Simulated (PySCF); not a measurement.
# GePb⁺: from constants to spectrum

UHF-CCSD(T) constants of GePb⁺, ⁴Σ⁻ (quartet), unpaired electrons σ ↑, π ↑↑ (Ge def2-SVP, Pb def2-SVP with ECP60; scalar-relativistic core potentials (PySCF 2.14); masses 73.9212 and 207.9766 u):

* ωe: 180.6 cm⁻¹
* ωexe: 0.501 cm⁻¹
* Be: 0.042162 cm⁻¹
* αe: 0.000146 cm⁻¹
* D (centrifugal): 9.19e-09 cm⁻¹

(1) Give the vibrational terms G(v) and spacings up to v = 6.

Correlated steps freeze 13 core orbitals. These are scalar-relativistic numbers at best; spin–orbit coupling would shift them, the dissociation energy most. The state is the lowest determinant that a PBE0 search found; another state may lie lower at other levels.

## Answers

(1) G(v) = ωe(v+½) − ωexe(v+½)².

| v | G(v) (cm⁻¹) | G(v) − G(v−1) | Bv (cm⁻¹) |
| --- | --- | --- | --- |
| 0 | 90.2 |  | 0.04209 |
| 1 | 269.8 | 179.6 | 0.04194 |
| 2 | 448.4 | 178.6 | 0.04180 |
| 3 | 626.0 | 177.6 | 0.04165 |
| 4 | 802.6 | 176.6 | 0.04151 |
| 5 | 978.1 | 175.6 | 0.04136 |
| 6 | 1152.7 | 174.6 | 0.04121 |
